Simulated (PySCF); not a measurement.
Members of one family of related compounds. Theory: PySCF 2.14.0, density-fitted response routines, TDDFT wB97X-D/def2-SVPD, vertical, gas phase, core orbitals frozen in the response. Geometries: PBE0-D3(BJ)/def2-SVP; one conformer of each isolated species. Triplets are in the Tamm–Dancoff approximation. 'Strongest' means the level of largest summed f among the lowest 10 singlets; it needn't be the same kind of state in each. Relativistic effects are left out although some hold elements past zinc.

Task: Rank by computed HOMO energy, highest first.
A. `C/N=C/[SiH]1N[SiH2]N[SiH2]N1`
B. `O=C(O)[SiH]1N[SiH2]N[SiH2]N1`
C. `NC(=O)[SiH]1N[SiH2]N[SiH2]N1`
D. `[GeH3][O][SiH]1N[SiH2]N[SiH2]N1`

Result: C (-8.63 eV), A (-8.99 eV), D (-9.11 eV), B (-9.32 eV).

| SMILES | HOMO (eV) | gap (eV) | α (au) | f (S1) | LUMO (eV) | strongest (eV) | S1 mainly |
| --- | --- | --- | --- | --- | --- | --- | --- |
| NC(=O)[SiH]1N[SiH2]N[SiH2]N1 | -8.63 | 10.08 | 116.3 | 0.003 | 1.45 | 7.33 | H→L (72%) |
| C/N=C/[SiH]1N[SiH2]N[SiH2]N1 | -8.99 | 9.84 | 127.9 | 0.002 | 0.85 | 7.25 | H-2→L (50%) |
| [GeH3][O][SiH]1N[SiH2]N[SiH2]N1 | -9.11 | 10.71 | 126.4 | 0.015 | 1.60 | 7.61 | H-1→L+2 (58%) |
| O=C(O)[SiH]1N[SiH2]N[SiH2]N1 | -9.32 | 10.36 | 112.0 | 0.003 | 1.05 | 7.30 | H-2→L (34%) |

H and L stand for HOMO and LUMO.

- `NC(=O)[SiH]1N[SiH2]N[SiH2]N1`: Löwdin shares by element: HOMO oxygen 42%, carbon 14%, nitrogen 11% or more, silicon 9% or more (atoms not listed hold the other 24%); LUMO carbon 22%, silicon 18% or more, oxygen 15%, nitrogen 11% or more (atoms not listed hold the other 33%).
- `C/N=C/[SiH]1N[SiH2]N[SiH2]N1`: Löwdin shares by element: HOMO nitrogen 63% or more, silicon 9% or more, hydrogen 5% or more (atoms not listed hold the other 23%); LUMO nitrogen 34% or more, carbon 32% or more, silicon 11% or more, hydrogen 6% or more (atoms not listed hold the other 18%).
- `[GeH3][O][SiH]1N[SiH2]N[SiH2]N1`: Löwdin shares by element: HOMO nitrogen 63% or more, silicon 13% or more (atoms not listed hold the other 24%); LUMO germanium 36%, hydrogen 21% or more, oxygen 12% (atoms not listed hold the other 31%).
- `O=C(O)[SiH]1N[SiH2]N[SiH2]N1`: Löwdin shares by element: HOMO nitrogen 34% or more, silicon 18% or more (atoms not listed hold the other 48%); LUMO oxygen 38%, carbon 36%, silicon 14% or more.
